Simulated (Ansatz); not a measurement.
`C[CH2][Sn][NH2]` + `C1NCS1` → `CN1CSC1` + `[CH3][Sn][NH2]`  (substitution at a C–C bond)

Program: Ansatz. Geometries: PBE0-D4/def2-TZVP. ΔE: electronic, gas phase. CBS: MP2 limit from def2 TZ/QZ plus the TZ coupled-cluster correction, frozen cores. Functionals use def2-TZVPP. B3LYP here is the variant with VWN-RPA as its local correlation; programs differ in this. Elements past krypton have def2 core potentials. For Sn outer-core shells are correlated without core-valence functions, which leaves a few kJ/mol of doubt a bond. Each species was taken in one conformer, which may not be the lowest.

`C[CH2][Sn][NH2]`:

Cartesian coordinates in Å:
```
C -0.746 1.247 0.181
C -1.011 -0.189 -0.262
Sn 0.078 -1.637 0.994
N 1.829 -1.260 0.070
H 0.316 1.500 0.119
H -1.287 1.975 -0.433
H -1.055 1.419 1.217
H -0.695 -0.340 -1.300
H -2.081 -0.413 -0.216
H 1.947 -0.622 -0.704
H 2.705 -1.681 0.334
```

`C1NCS1`:

Cartesian coordinates in Å:
```
C 0.267 0.292 -1.047
N 0.553 -0.599 0.074
C -0.571 -0.236 0.933
S -1.437 0.581 -0.454
H 0.317 -0.190 -2.025
H 0.854 1.218 -1.063
H 1.459 -0.449 0.498
H -1.111 -1.090 1.348
H -0.331 0.472 1.735
```

`CN1CSC1`:

Z-matrix (Å, degrees):
```
C
N 1 1.438
H 1 1.093 2 109.7
H 1 1.093 2 109.7 3 -118.1
H 1 1.104 2 113.0 3 121.0
C 2 1.455 1 116.7 3 -63.3
C 2 1.455 1 116.7 3 -178.7
S 6 1.826 2 91.6 1 -143.6
H 6 1.101 2 113.7 1 -29.3
H 6 1.092 2 114.7 1 98.2
H 7 1.101 2 113.7 1 29.3
H 7 1.092 2 114.7 1 -98.2
```

`[CH3][Sn][NH2]`:

Z-matrix (Å, degrees):
```
C
Sn 1 2.193
H 1 1.091 2 111.9
H 1 1.093 2 110.2 3 121.3
H 1 1.094 2 109.4 3 -120.1
N 2 2.015 1 92.8 3 -171.7
H 6 1.008 2 123.7 1 -179.2
H 6 1.009 2 124.9 1 0.3
```

```tsv
level	ΔE (kcal/mol)	difference from CCSD(T)/CBS
PBE-D4	-0.9	-0.5
r2SCAN-D4	-1.4	-1.0
PBE0-D4	-0.7	-0.3
B3LYP-D4	-1.1	-0.7
ωB97X-V	-1.1	-0.7
ωB97M-V	-0.9	-0.5
B2PLYP	-1.0	-0.6
PBE	-0.9	-0.5
r2SCAN	-1.3	-0.9
PBE0	-0.7	-0.3
B3LYP	-1.0	-0.6
HF/def2-TZVPP	-1.1	-0.7
MP2/def2-TZVPP	-0.9	-0.5
SCS-MP2/def2-TZVPP	-0.7	-0.3
CCSD/def2-TZVPP	-0.6	-0.2
CCSD(T)/def2-TZVPP	-0.7	-0.3
HF/def2-QZVPP	-1.1	-0.7
MP2/def2-QZVPP	-0.7	-0.3
SCS-MP2/def2-QZVPP	-0.6	-0.2
HF/CBS(def2)	-1.1	-0.7
MP2/CBS(def2)	-0.6	-0.2
CCSD/CBS(def2)	-0.3	0.1
CCSD(T)/CBS	-0.4	0
```

Largest T1 diagnostic among the species: 0.016.
